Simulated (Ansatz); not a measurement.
Ansatz (a quantum-chemistry and plane-wave program) input (SVWN5/def2-TZVP):

Ansatz 0.2 input:
```yaml
crystal:
  periodic: [false, false, false]
  atoms:
    - {symbol: B, position_ang: [-0.77657967, 0.03230627, -0.00413419]}
    - {symbol: N, position_ang: [0.60979542, -0.02536793, 0.00324630]}
    - {symbol: H, position_ang: [-1.39837774, -0.98543134, -0.02544751]}
    - {symbol: H, position_ang: [-1.31189213, 1.09818051, 0.01101914]}
    - {symbol: H, position_ang: [1.19719081, 0.79223349, 0.02089926]}
    - {symbol: H, position_ang: [1.12740949, -0.88893853, -0.00852404]}
basis:
  gaussian:
    orbitals: def2-TZVP
hamiltonian:
  xc: {name: SVWN5}
relax: {f_tol: 0.003, max_steps: 100}
```

Output:

```
Functional definition: SVWN5
integrals: 0.01 GiB planned
500 factors; their error is unknown
mean field: 0.16 GiB planned
mean field evaluation 1: about -2203.2197 eV, gradient 6.7e1 eV
mean field evaluation 2: about -2178.5143 eV, gradient 1.1e2 eV
mean field evaluation 4: about -2212.0277 eV, gradient 9.1e0 eV
mean field evaluation 8: about -2212.2641 eV, gradient 1.7e-2 eV
mean field evaluation 16: about -2212.2543 eV, gradient 2.2e-5 eV
mean field -2212.25431575 eV, -81.2988465839 hartree, gradient 2.2e-5 eV, S^2 0.000000; 0 other end points of the search recorded, 0 dependent functions left out
the calculation of the forces begins
reference -2212.25434908 eV, -81.2988478087 hartree; 8, 8 occupied and 78, 78 virtual orbitals, 500 factors
relax step   1: F+E_penalty+E_count = -2212.25431575 eV  Δ(F+E_penalty+E_count) = +0.000e0 eV  max|allowed force component| = 8.016e-1 eV/Å  Δτ_max = 0.0000 Å  (26 SCF iters, accepted)
these checks for a lower state are left out or cut short: starts, cluster_reference, orbital_swaps, neighbouring_geometries, increment
integrals: 0.01 GiB planned
500 factors; their error is unknown
mean field: 0.16 GiB planned
mean field -2212.26358607 eV, -81.2991872618 hartree, gradient 2.1e-5 eV, S^2 0.000000; 0 other end points of the search recorded, 0 dependent functions left out
the calculation of the forces begins
reference -2212.26361945 eV, -81.2991884886 hartree; 8, 8 occupied and 78, 78 virtual orbitals, 500 factors
relax step   2: F+E_penalty+E_count = -2212.26358607 eV  Δ(F+E_penalty+E_count) = -9.270e-3 eV  max|allowed force component| = 2.366e-1 eV/Å  Δτ_max = 0.0099 Å  (29 SCF iters, accepted)
these checks for a lower state are left out or cut short: starts, cluster_reference, orbital_swaps, neighbouring_geometries, increment
integrals: 0.01 GiB planned
500 factors; their error is unknown
mean field: 0.16 GiB planned
mean field evaluation 32: about -2212.2644 eV, gradient 2.1e-5 eV
mean field -2212.26443307 eV, -81.2992183885 hartree, gradient 2.1e-5 eV, S^2 0.000000; 0 other end points of the search recorded, 0 dependent functions left out
the calculation of the forces begins
reference -2212.26446647 eV, -81.2992196161 hartree; 8, 8 occupied and 78, 78 virtual orbitals, 500 factors
relax step   3: F+E_penalty+E_count = -2212.26443307 eV  Δ(F+E_penalty+E_count) = -8.470e-4 eV  max|allowed force component| = 1.102e-2 eV/Å  Δτ_max = 0.0040 Å  (30 SCF iters, accepted)
these checks for a lower state are left out or cut short: starts, cluster_reference, orbital_swaps, neighbouring_geometries, increment
integrals: 0.01 GiB planned
500 factors; their error is unknown
mean field: 0.16 GiB planned
mean field -2212.26443591 eV, -81.2992184930 hartree, gradient 5.7e-6 eV, S^2 0.000000; 0 other end points of the search recorded, 0 dependent functions left out
the calculation of the forces begins
reference -2212.26446932 eV, -81.2992197206 hartree; 8, 8 occupied and 78, 78 virtual orbitals, 500 factors
relax step   4: F+E_penalty+E_count = -2212.26443591 eV  Δ(F+E_penalty+E_count) = -2.843e-6 eV  max|allowed force component| = 4.202e-3 eV/Å  Δτ_max = 0.0003 Å  (18 SCF iters, accepted)
these checks for a lower state are left out or cut short: starts, cluster_reference, orbital_swaps, neighbouring_geometries, increment
integrals: 0.01 GiB planned
500 factors; their error is unknown
mean field: 0.16 GiB planned
mean field -2212.26443580 eV, -81.2992184888 hartree, gradient 5.4e-5 eV, S^2 0.000000; 0 other end points of the search recorded, 0 dependent functions left out
the calculation of the forces begins
reference -2212.26446920 eV, -81.2992197164 hartree; 8, 8 occupied and 78, 78 virtual orbitals, 500 factors
relax step   5: F+E_penalty+E_count = -2212.26443580 eV  Δ(F+E_penalty+E_count) = +1.154e-7 eV  max|allowed force component| = 7.587e-3 eV/Å  Δτ_max = 0.0002 Å  (18 SCF iters, rejected (line search))
these checks for a lower state are left out or cut short: starts, cluster_reference, orbital_swaps, neighbouring_geometries, increment
integrals: 0.01 GiB planned
500 factors; their error is unknown
mean field: 0.16 GiB planned
mean field -2212.26443643 eV, -81.2992185122 hartree, gradient 1.2e-5 eV, S^2 0.000000; 0 other end points of the search recorded, 0 dependent functions left out
the calculation of the forces begins
reference -2212.26446984 eV, -81.2992197398 hartree; 8, 8 occupied and 78, 78 virtual orbitals, 500 factors
relax step   6: F+E_penalty+E_count = -2212.26443643 eV  Δ(F+E_penalty+E_count) = -5.220e-7 eV  max|allowed force component| = 6.633e-4 eV/Å  Δτ_max = 0.0001 Å  (17 SCF iters, accepted)
integrals: 0.01 GiB planned
500 factors; their error is unknown
mean field: 0.16 GiB planned
mean field evaluation 64: about -2212.2644 eV, gradient 1.9e-4 eV
mean field -2212.26443643 eV, -81.2992185122 hartree, gradient 2.7e-5 eV, S^2 0.000000; 1 other end points of the search recorded, 0 dependent functions left out
the calculation of the forces begins
reference -2212.26446984 eV, -81.2992197398 hartree; 8, 8 occupied and 78, 78 virtual orbitals, 500 factors
Total energy: -2212.26446984 eV, -81.2992197398 hartree
Atom 0 at    -0.773682     0.032186    -0.004119 Å, force     0.000143    -0.000006     0.000001 eV/Å
Atom 1 at     0.604571    -0.025151     0.003218 Å, force    -0.000379     0.000016    -0.000002 eV/Å
Atom 2 at    -1.397046    -0.998995    -0.025673 Å, force    -0.000511     0.000379     0.000003 eV/Å
Atom 3 at    -1.309441     1.111587     0.011265 Å, force    -0.000541    -0.000335    -0.000009 eV/Å
Atom 4 at     1.196873     0.802151     0.021068 Å, force     0.000624    -0.000497    -0.000005 eV/Å
Atom 5 at     1.126271    -0.898796    -0.008701 Å, force     0.000664     0.000444     0.000012 eV/Å
Dipole moment:     0.447623    -0.018621     0.002383 e Å
```
